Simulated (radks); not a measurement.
Species: the neodymium ion Nd7+. Configuration: [Kr] 4d10 4f2 5s2 5p3 (the NIST ground configuration). Calculated with a radial shooting solver on a logarithmic mesh with Libxc functionals: non-relativistic Kohn-Sham, PBE, spin-polarised, spherical densities, point nucleus; open shells are filled with parallel spins first (spin-orbit coupling, left out, can overturn this in heavy ions); relativity is left out, which matters for an element this heavy.

Normalised radial functions P(r) = r R(r), r in bohr:

```
   r/bohr * 4f up, o 4f down (the largest magnitude, 1.1, reaches the edge; | marks zero, & curves that meet)
 0.002183 &
 0.002865 &
 0.003791 &
 0.004976 &
 0.006531 &
 0.008573 &
  0.01134 &
  0.01489 &
  0.01954 &
  0.02586 &
  0.03394 &
  0.04455 &
  0.05848 |&
  0.07737 |&
   0.1016 |  &
   0.1333 |     *o
   0.1764 |            &
   0.2315 |                     &
   0.3039 |                                *o
   0.3989 |                                            *o
   0.5278 |                                                     &
   0.6927 |                                                      &
   0.9093 |                                              &
    1.203 |                                o*
    1.579 |                  o*
    2.073 |       o*
    2.721 | o*
      3.6 &
    4.725 &
```

4f up: eigenvalue -103.65 eV, 0 radial nodes, <r> = 0.828 bohr, 90 % of the charge inside 1.34 bohr. 4f down (empty): eigenvalue -100.62 eV, 0 radial nodes, <r> = 0.819 bohr, 90 % of the charge inside 1.32 bohr.
